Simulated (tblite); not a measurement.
C2H12FPSi3.
SMILES with atom numbers: `[CH3:1][CH2:2][Si@@H:3]([F:4])[Si@@H:5]([SiH3:6])[PH2:7]` (hydrogens: H8, H9, H10 on C1; H11, H12 on C2; H13 on Si3; H14 on Si5; H15, H16, H17 on Si6; H18, H19 on P7)

Computed geometry: GFN2-xTB, gas phase.

Task: What internal coordinates does the optimisation give?

Result: 
| bond | length (Å) |
| --- | --- |
| C1–C2 | 1.527 |
| C2–Si3 | 1.906 |
| Si3–F4 | 1.626 |
| Si3–Si5 | 2.322 |
| Si5–Si6 | 2.344 |
| Si5–P7 | 2.261 |
| C1–H8, C1–H9, C1–H10 | 1.089 |
| C2–H11 | 1.092 |
| C2–H12 | 1.091 |
| Si3–H13 | 1.464 |
| Si5–H14 | 1.485 |
| Si6–H15, Si6–H16, Si6–H17 | 1.466 |
| P7–H18, P7–H19 | 1.379 |

Bonds in one row agree within 0.01 Å and their mean is given. A selection of angles:
| angle | degrees |
| --- | --- |
| C2–C1–H8 | 110.7 |
| H8–C1–H9 | 108.5 |
| C1–C2–Si3 | 112.4 |
| C1–C2–H11 | 109.1 |
| C1–C2–H12 | 108.8 |
| Si3–C2–H11 | 109.9 |
| Si3–C2–H12 | 109.9 |
| H11–C2–H12 | 106.6 |
| C2–Si3–F4 | 106.4 |
| C2–Si3–Si5 | 112.3 |
| C2–Si3–H13 | 109.5 |
| F4–Si3–Si5 | 102.7 |
| F4–Si3–H13 | 101.3 |
| Si5–Si3–H13 | 122.6 |
| Si3–Si5–Si6 | 117.6 |
| Si3–Si5–P7 | 107.2 |
| Si3–Si5–H14 | 108.1 |
| Si6–Si5–P7 | 107.2 |
| Si6–Si5–H14 | 109.5 |
| P7–Si5–H14 | 106.8 |
| Si5–Si6–H15 | 112.3 |
| Si5–Si6–H16 | 112.8 |
| Si5–Si6–H17 | 110.4 |
| H15–Si6–H16 | 106.6 |
| Si5–P7–H18 | 95.1 |
| Si5–P7–H19 | 94.1 |
| H18–P7–H19 | 92.0 |

Torsions: C1–C2–Si3–F4 -73° (synclinal); C2–Si3–Si5–Si6 -72° (synclinal).

Si6 (SiH3 silicon) is tetrahedral (angles from 106.6° to 112.8°). P7 (three-coordinate phosphorus) is pyramidal (angles 95.1°, 94.1° and 92.0°, sum 281.2°, 0.84 Å off the plane of its three neighbours). Si3 (fluorine-bound silicon) is distorted tetrahedral (angles from 101.3° to 122.6°). Si5 (SiH silicon) is distorted tetrahedral (angles from 106.8° to 117.6°). The Si–Si distances run from 2.322 Å (Si3–Si5, drawn single) to 2.344 Å (Si5–Si6, drawn single), a spread of 0.022 Å. Of the pairs four or more bonds apart, Si5···H8 is among the closest relative to their van der Waals radii: 3.12 Å, 94 % of the sum of Bondi's values.

Point group: C1 (no symmetry element, even within 0.4 Å). Its GFN2-xTB frequencies are all real (lowest 31 cm⁻¹). The numbers are those of one conformer (C1–C2–Si3–F4 -73°, C2–Si3–Si5–Si6 -72°, Si3–Si5–P7–H 74° and 167°).
